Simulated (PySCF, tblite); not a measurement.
## Be2+ and ammonia

A gas-phase complex of Be2+ and ammonia; charge +2, singlet. The structure comes from a short search (6 tight-binding starts) and was relaxed by PBE0-D3(BJ)/def2-TZVPD; another way of binding may lie lower. Frequencies by PBE0-D3(BJ)/def2-TZVPD show no clear imaginary mode.

Parts: 1 = Be2+ ([Be+2]), atoms 1, charge +2; 2 = ammonia (N), atoms 2–5.

```xyz
5

Be   -0.327   -0.905   -0.185
N    -1.456   -0.600   -1.290
H    -1.776   -1.442   -1.804
H    -2.320   -0.182   -0.898
H    -1.151    0.062   -2.029
```
Atom numbers follow the order of the file, from 1.

Contacts between parts, classed by geometry: Be1···N2 1.609 Å (bond).

The parts are joined by the bond Be1–N2, so these are energies of forming such bonds; deforming the relaxed parts to their shape in the adduct costs 0.9 kcal/mol, which the interaction energies leave out.

Interaction energies are complex less parts, with the parts frozen as they stand in it; counterpoise-corrected, in kcal/mol (PySCF).

Problem. How strongly do the parts interact, level by level?

Solution. 
```json
{"level": "wB97M-D3(BJ)/def2-TZVPD", "interaction": "-171.38", "superposition error removed": "-0.22"}
{"level": "PBE0-D3(BJ)/def2-TZVPD", "interaction": "-173.11", "superposition error removed": "-0.19"}
```

Problem. What holds them together? Decompose the wB97M-D3(BJ)/def2-TZVPD energy: frozen parts, their antisymmetrised product, then relaxation.

Solution. electrostatic -109.2, Pauli repulsion +47.6, orbital relaxation -108.5, dispersion correction -1.5 kcal/mol, which sum to the value before the counterpoise correction; the Pauli term holds the exchange-correlation of the frozen density too. Of the attraction, 50 % is electrostatic, 50 % is orbital relaxation, 1 % is dispersion correction.

The parts were also relaxed and run alone, at the levels used for the complex: shieldings by PBE0/pcSseg-2; core levels by delta-SCF with SCAN, pcX-2 on the ionised atom and pcseg-1 elsewhere, spin-free X2C.

Values alone: shielding of Be1 (ppm): 130.4; shielding of N2 (ppm): 263.7; N2 1s core level (eV): 405.54.

Problem. What does binding change?

Solution. 
```
              property   alone  in the complex  change
shielding of Be1 (ppm)   130.4           109.1   -21.3
 shielding of N2 (ppm)   263.7           242.9   -20.7
 N2 1s core level (eV)  405.54          421.32  +15.78
```

Multiply charged ions in the gas phase bind far more strongly than in solution.
